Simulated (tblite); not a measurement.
Compound: C4H9F3N2Si.
Z-matrix (Å and degrees, GFN2-xTB geometry), rows numbered from 1:
```
C 
C   1  1.5248
N   2  1.4460  1  111.49
Si  3  1.7164  2  113.32  1  -151.23
N   4  1.7317  3   91.38  2     6.89
C   5  1.4329  4  111.41  3    16.93
C   6  1.5342  2  113.58  1    38.65
F   7  1.3490  6  110.14  2   168.00
F   7  1.3442  6  113.19  2   -74.20
F   7  1.3356  6  114.56  2    48.63
H   1  1.0864  2  110.78  3    51.86
H   1  1.0877  2  109.33  3   -67.25
H   1  1.0870  2  110.70  3   173.20
H   2  1.1031  1  108.52  3   122.35
H   3  1.0046  2  114.10  1    56.57
H   4  1.4625  3  118.38  2  -100.95
H   4  1.4606  3  108.20  2   126.93
H   5  1.0065  4  123.21  3   158.19
H   6  1.0994  2  110.74  1   -79.51
```

Computed with GFN2-xTB (tblite): harmonic, unscaled wavenumbers at the GFN2-xTB geometry, gas phase. This tight-binding method is rough: wavenumbers can miss measured ones by several per cent, in bad cases by 10 to 20. Modes of hydrogen on silicon can be 10 to 20 % off. One conformer, not necessarily the lowest.

Harmonic wavenumbers (cm⁻¹): 67.6, 87.3, 117.1, 174.5, 238.2, 251.6, 274.6, 325.8, 349.7, 394.5, 437.1, 463.2, 476.7, 489.5, 528.0, 561.3, 582.1, 591.9, 678.1, 712.1, 793.8, 815.3, 847.6, 871.4, 922.8, 994.7, 1034.7, 1059.6, 1072.7, 1116.0, 1124.5, 1163.1, 1190.1, 1210.0, 1249.9, 1292.4, 1317.3, 1331.4, 1352.5, 1407.0, 1485.5, 1506.1, 2251.8, 2288.9, 2819.0, 2888.1, 3034.8, 3044.1, 3057.5, 3483.3, 3507.2.

A = 1683, B = 1080, C = 823.6 MHz; mass 170.049 u (most abundant isotopes); point group C1, symmetry number 1.

**Question.** Zero-point energy?

**Answer.** ½Σν̃ = 29667 cm⁻¹ = 84.82 kcal/mol.

**Question.** What is S at 273.15 K and 1 bar for an ideal gas of classical rigid rotors and harmonic oscillators?

**Answer.** Translation 40.89, rotation 29.49, vibration 26.32: S = 96.7 cal/(mol K).

**Question.** And Cp and H(273.15 K) − H(0)?

**Answer.** Cp = 40.42 cal/(mol K), of which vibrations give 32.47 (their classical limit is 51 R = 101.3); H(273.15 K) − H(0) = 6.31 kcal/mol without the zero-point energy, 4.14 from vibrations.

**Question.** Blend soft modes into free rotors: weight 1/[1 + (100 cm⁻¹/ν̃)⁴] for the oscillator and the rest for a rotor with moment μB/(μ + B), μ = h/(8π²ν), B = 10⁻⁴⁴ kg m². What vibrational entropy results?

**Answer.** 25.08 cal/(mol K) in place of 26.32, which changes −T·S at 273.15 K by +0.34 kcal/mol.

**Question.** How do the functions run with temperature in this model?

**Answer.** 
| T (K) | S (cal/(mol K)) | Cp (cal/(mol K)) | H − H(0) (kcal/mol) | G − H(0) (kcal/mol) | ln q(vib) |
| --- | --- | --- | --- | --- | --- |
| 100 | 69.0 | 18.1 | 1.22 | -5.68 | 1.21 |
| 200 | 85.6 | 31.2 | 3.68 | -13.43 | 3.63 |
| 300 | 100.6 | 43.6 | 7.44 | -22.76 | 6.38 |
| 500 | 127.8 | 62.9 | 18.23 | -45.66 | 12.12 |
| 800 | 161.4 | 79.6 | 39.87 | -89.24 | 20.42 |
| 1000 | 179.9 | 86.4 | 56.52 | -123.41 | 25.49 |

q(vib) and H(0) count from the zero-point level.

**Question.** Which modes carry the vibrational entropy at 273.15 K?

**Answer.** 67.6 cm⁻¹: 4.05; 87.3 cm⁻¹: 3.55; 117.1 cm⁻¹: 2.98; 174.5 cm⁻¹: 2.22; 238.2 cm⁻¹: 1.66; 251.6 cm⁻¹: 1.57 cal/(mol K); the other 45 give 10.29 together.

Hindered rotation and anharmonicity are outside this model. Other conformers, if any are populated, would add a mixing term that is left out. The structure is chiral; the term R ln 2 for an equal mix with its mirror image is left out.
